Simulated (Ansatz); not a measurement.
`F[Si](F)(S)Cl` and `F[SiH](F)S` differ in one atom or group.

Ansatz, PBE0-D4/def2-TZVP geometries, multiplicity 1. Each molecule was computed in one conformer, which needn't be the lowest.

```csv
property,`F[Si](F)(S)Cl`
size of the dipole moment (ωB97M-V/def2-TZVPP) / D,1.55
HOMO energy (PBE0/def2-TZVPP) / eV,-8.42
LUMO energy (ωB97M-V/def2-TZVPP) / eV,1.78
LUMO energy (PBE0/def2-TZVPP) / eV,-0.23
HOMO energy (ωB97M-V/def2-TZVPP) / eV,-10.62
size of the dipole moment (B3LYP/def2-TZVPP) / D,1.58
```

(1) What does the change do to each property? (An estimate is asked.)

Results:

(1) The calculation gave: 
| property | `F[SiH](F)S` | shift |
| --- | --- | --- |
| size of the dipole moment (ωB97M-V/def2-TZVPP) / D | 0.76 | -0.79 |
| HOMO energy (PBE0/def2-TZVPP) / eV | -8.29 | 0.13 |
| LUMO energy (ωB97M-V/def2-TZVPP) / eV | 1.85 | 0.07 |
| LUMO energy (PBE0/def2-TZVPP) / eV | -0.07 | 0.16 |
| HOMO energy (ωB97M-V/def2-TZVPP) / eV | -10.50 | 0.12 |
| size of the dipole moment (B3LYP/def2-TZVPP) / D | 0.79 | -0.79 |

Dipoles are sizes alone; their direction can turn.

B3LYP here is the variant with VWN-RPA as its local correlation; programs differ in this.
